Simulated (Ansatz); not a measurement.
Start from `C[N]=[Mo]([NH2])(=[O])[Cl]` and change one atom or group to get `C[N]=[Mo](=[O])([Cl])[Cl]`.

Ansatz, PBE0-D4/def2-TZVP geometries, multiplicity 1. Each molecule was computed in one conformer, which needn't be the lowest.

Elements past krypton have def2 core potentials.

```csv
property,`C[N]=[Mo]([NH2])(=[O])[Cl]`
zero-point energy (PBE0-D4/def2-TZVP) / kJ/mol,190.9
LUMO energy (B3LYP/def2-TZVPP) / eV,-2.05
HOMO energy (PBE0/def2-TZVPP) / eV,-7.71
"ideal-gas entropy at 298 K and 1 bar (rigid rotor, harmonic PBE0-D4/def2-TZVP) / J/(mol·K)",391
LUMO energy (PBE/def2-TZVPP) / eV,-2.55
size of the dipole moment (PBE/def2-TZVPP) / D,3.60
```

**Question.** Give the same properties after the change, and the shifts. (Best estimate.)

**Answer.** Computed: 
| property | `C[N]=[Mo](=[O])([Cl])[Cl]` | shift |
| --- | --- | --- |
| zero-point energy (PBE0-D4/def2-TZVP) / kJ/mol | 127.1 | -63.8 |
| LUMO energy (B3LYP/def2-TZVPP) / eV | -3.08 | -1.03 |
| HOMO energy (PBE0/def2-TZVPP) / eV | -8.33 | -0.62 |
| ideal-gas entropy at 298 K and 1 bar (rigid rotor, harmonic PBE0-D4/def2-TZVP) / J/(mol·K) | 392 | 1 |
| LUMO energy (PBE/def2-TZVPP) / eV | -3.54 | -0.99 |
| size of the dipole moment (PBE/def2-TZVPP) / D | 2.98 | -0.62 |

With PBE0 the HOMO falls by 0.62 eV and the LUMO falls by 1.04 eV, so the gap narrows by about 0.42 eV. PBE moves the HOMO by -0.60 eV and ωB97M-V by -0.60 eV. The zero-point energy changes by -63.8 kJ/mol with -6 modes. Dipoles are sizes alone; their direction can turn.

Positive LUMOs are unbound, so they and the gaps depend on the basis.

B3LYP here is the variant with VWN-RPA as its local correlation; programs differ in this.
